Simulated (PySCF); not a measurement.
C₄H₇ClSi, SMILES C#C[Si](C)(C)Cl. Atoms are numbered in the order given.

```xyz
13

C     -0.7954    -2.7899     0.0000
C     -0.3598    -1.6531     0.0000
Si     0.3344     0.0477     0.0000
C      1.3263     0.3262    -1.5593
C      1.3263     0.3262     1.5593
Cl    -1.2747     1.3867     0.0000
H     -1.1855    -3.7916     0.0000
H      0.7003     0.1690    -2.4508
H      2.1743    -0.3766    -1.6023
H      1.7205     1.3542    -1.5880
H      1.7205     1.3542     1.5880
H      2.1743    -0.3766     1.6023
H      0.7003     0.1690     2.4508
```

The structure is a stationary point at B3LYP-D3(BJ)/def2-SVP.

Calculation: PySCF with CAM-B3LYP/def2-TZVP.

Symmetry labels are those of the subgroup Cs that the program uses (full group Cs).

Computed valence orbital energies around the gap with their symmetry:
```json
[
 {"orbital": "HOMO−7", "symmetry": "A\"", "energy (eV)": "-12.92"},
 {"orbital": "HOMO−6", "symmetry": "A'", "energy (eV)": "-12.25"},
 {"orbital": "HOMO−5", "symmetry": "A'", "energy (eV)": "-11.62"},
 {"orbital": "HOMO−4", "symmetry": "A\"", "energy (eV)": "-11.30"},
 {"orbital": "HOMO−3", "symmetry": "A'", "energy (eV)": "-10.34"},
 {"orbital": "HOMO−2", "symmetry": "A\"", "energy (eV)": "-10.09"},
 {"orbital": "HOMO−1", "symmetry": "A'", "energy (eV)": "-9.67"},
 {"orbital": "HOMO", "symmetry": "A\"", "energy (eV)": "-9.55"},
 {"orbital": "LUMO", "symmetry": "A'", "energy (eV)": "0.82"},
 {"orbital": "LUMO+1", "symmetry": "A\"", "energy (eV)": "1.10"},
 {"orbital": "LUMO+2", "symmetry": "A'", "energy (eV)": "1.82"},
 {"orbital": "LUMO+3", "symmetry": "A'", "energy (eV)": "2.86"}
]
```
